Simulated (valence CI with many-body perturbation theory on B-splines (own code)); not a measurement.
Kr2+: electric-dipole lines

Computed by configuration interaction combined with many-body perturbation theory (CI+MBPT): six valence electrons over a frozen Dirac-Fock core [Ar] 3d10, radial functions for each j: 9 s, 9 p, 8 d, 6 f, 3 g, 1 h, with the one-electron correlation potential Σ1 (screened to all orders), the two-electron term Σ2, the three-electron term Σ3, Breit, model QED; selected single and double excitations, second order for the rest, scaled by the run's own slope (own B-spline code, finite nucleus).

Set against measurement, 30 paired levels are off by 303 cm⁻¹ on average, the worst by 527. Among the levels kept, up to 1700 cm⁻¹ of a level comes from second order outside the variational space, and about a tenth of that is noise between levels of different J, which matters for small intervals.

Lines 1 to 50 of 62 in falling wavelength, among levels below 169383 cm⁻¹, chosen from the strongest by gf and those to the six lowest levels. Wavelengths and rates use the calculated energies, so an error of 300 cm⁻¹ moves a line at 116.6 nm by 0.35 % and its rate by three times that or more. Electric multipoles are in the length gauge, E1 and E2 with the static RPA response of the core. Weak lines are less certain than strong ones. Lines between different terms over intervals too small for the method are left out, as are lines whose strength nearly cancels. The highest levels of a list are the least certain.

Names give the largest LS component (configuration and term), which can be under half, so a name can repeat, a term be missing and a line seem to break the LS rules; names also repeat where a configuration has a term twice.

```
λ vac (nm)  λ from measured levels           Upper        Lower   A (s⁻¹)  S (a.u.)
     116.6                   115.9     4s4p⁵ ³P°_1  4s²4p⁴ ¹S_0  1.42e+06  3.33e-03
     99.11                   98.73     4s4p⁵ ³P°_2  4s²4p⁴ ¹D_2  6.65e+06  1.60e-02
     95.83                   95.48     4s4p⁵ ³P°_1  4s²4p⁴ ¹D_2  1.12e+06  1.46e-03
     95.48                   94.88  4s²4p³4d ⁵D°_1  4s²4p⁴ ¹S_0  2.84e+04  3.66e-05
     92.29                   91.91  4s²4p³4d ¹P°_1  4s²4p⁴ ¹S_0  1.38e+06  1.60e-03
     90.05                   89.78     4s4p⁵ ³P°_2  4s²4p⁴ ³P_1  6.63e+07  1.19e-01
     87.96                   87.67     4s4p⁵ ³P°_1  4s²4p⁴ ³P_0  8.59e+07  8.65e-02
     87.34                   87.08     4s4p⁵ ³P°_1  4s²4p⁴ ³P_1  6.60e+07  6.52e-02
     86.62                   86.21  4s²4p³4d ³D°_1  4s²4p⁴ ¹S_0  5.01e+03  4.82e-06
     86.52                   86.26     4s4p⁵ ³P°_2  4s²4p⁴ ³P_2  1.93e+08  3.09e-01
     85.75                   85.47     4s4p⁵ ³P°_0  4s²4p⁴ ³P_1  2.66e+08  8.26e-02
     84.01                   83.77     4s4p⁵ ³P°_1  4s²4p⁴ ³P_2  1.22e+08  1.07e-01
     81.11                   80.76  4s²4p³4d ⁵D°_1  4s²4p⁴ ¹D_2  1.46e+05  1.16e-04
     81.10                   80.75  4s²4p³4d ⁵D°_2  4s²4p⁴ ¹D_2  1.72e+05  2.26e-04
     81.08                   80.74  4s²4p³4d ⁵D°_3  4s²4p⁴ ¹D_2  2.21e+04  4.06e-05
     78.79                   78.60  4s²4p³4d ¹P°_1  4s²4p⁴ ¹D_2  2.49e+08  1.80e-01
     77.02                   76.81  4s²4p³5s ³D°_1  4s²4p⁴ ¹S_0  3.71e+06  2.51e-03
     76.52                   76.29  4s²4p³5s ⁵S°_2  4s²4p⁴ ¹D_2  3.94e+03  4.36e-06
     75.39                   75.10  4s²4p³4d ⁵D°_1  4s²4p⁴ ³P_0  1.78e+06  1.13e-03
     74.97                   74.68  4s²4p³4d ⁵D°_0  4s²4p⁴ ³P_1  2.57e+07  5.35e-03
     74.94                   74.67  4s²4p³4d ⁵D°_1  4s²4p⁴ ³P_1  1.06e+07  6.59e-03
     74.93                   74.66  4s²4p³4d ⁵D°_2  4s²4p⁴ ³P_1  3.38e+05  3.51e-04
     74.81                   74.58  4s²4p³4d ³D°_3  4s²4p⁴ ¹D_2  7.73e+05  1.12e-03
     74.62                   74.39  4s²4p³4d ³D°_1  4s²4p⁴ ¹D_2  2.75e+06  1.69e-03
     73.39                   73.23  4s²4p³4d ¹P°_1  4s²4p⁴ ³P_0  4.53e+06  2.65e-03
     73.20                   73.03  4s²4p³5s ³S°_1  4s²4p⁴ ¹D_2  8.53e+06  4.95e-03
     72.96                   72.82  4s²4p³4d ¹P°_1  4s²4p⁴ ³P_1  7.79e+04  4.48e-05
     72.48                   72.22  4s²4p³4d ⁵D°_1  4s²4p⁴ ³P_2  1.43e+07  8.03e-03
     72.47                   72.21  4s²4p³4d ⁵D°_2  4s²4p⁴ ³P_2  2.14e+07  2.01e-02
     72.46                   72.21  4s²4p³4d ⁵D°_3  4s²4p⁴ ³P_2  1.23e+07  1.61e-02
     72.20                   71.98  4s²4p³4d ³F°_2  4s²4p⁴ ¹D_2  2.33e+05  2.17e-04
     71.61                   71.40  4s²4p³4d ³F°_3  4s²4p⁴ ¹D_2  8.06e+06  1.02e-02
     71.00                   70.84  4s²4p³5s ⁵S°_2  4s²4p⁴ ³P_1  6.72e+06  5.94e-03
     70.62                   70.48  4s²4p³4d ¹P°_1  4s²4p⁴ ³P_2  3.21e+06  1.67e-03
     69.98                   69.81  4s²4p³4d ³D°_2  4s²4p⁴ ³P_1  6.97e+07  5.89e-02
     69.76                   69.56  4s²4p³4d ³D°_1  4s²4p⁴ ³P_0  8.35e+07  4.20e-02
     69.37                   69.19  4s²4p³4d ³D°_1  4s²4p⁴ ³P_1  1.08e+08  5.32e-02
     68.90                   68.80  4s²4p³4d ³G°_3  4s²4p⁴ ¹D_2  3.01e+07  3.40e-02
     68.79                   68.63  4s²4p³5s ⁵S°_2  4s²4p⁴ ³P_2  4.25e+07  3.41e-02
     68.51                   68.37  4s²4p³5s ³S°_1  4s²4p⁴ ³P_0  5.06e+08  2.41e-01
     68.14                   68.01  4s²4p³5s ³S°_1  4s²4p⁴ ³P_1  1.29e+09  6.03e-01
     67.82                   67.66  4s²4p³4d ³D°_2  4s²4p⁴ ³P_2  9.28e+07  7.14e-02
     67.41                   67.23  4s²4p³4d ³D°_3  4s²4p⁴ ³P_2  1.21e+08  1.28e-01
     67.39                   67.28  4s²4p³5s ³D°_1  4s²4p⁴ ¹D_2  1.33e+08  6.04e-02
     67.27                   67.11  4s²4p³4d ³F°_2  4s²4p⁴ ³P_1  1.73e+07  1.30e-02
     67.25                   67.08  4s²4p³4d ³D°_1  4s²4p⁴ ³P_2  6.22e+06  2.80e-03
     67.23                   67.12  4s²4p³5s ³D°_2  4s²4p⁴ ¹D_2  8.89e+07  6.67e-02
     66.94                   66.73  4s²4p³4d ¹S°_0  4s²4p⁴ ³P_1  1.06e+07  1.56e-03
     66.61                   66.49  4s²4p³5s ³D°_3  4s²4p⁴ ¹D_2  3.83e+07  3.91e-02
     66.41                   66.30  4s²4p³5s ¹D°_2  4s²4p⁴ ¹D_2  7.00e+08  5.06e-01
```
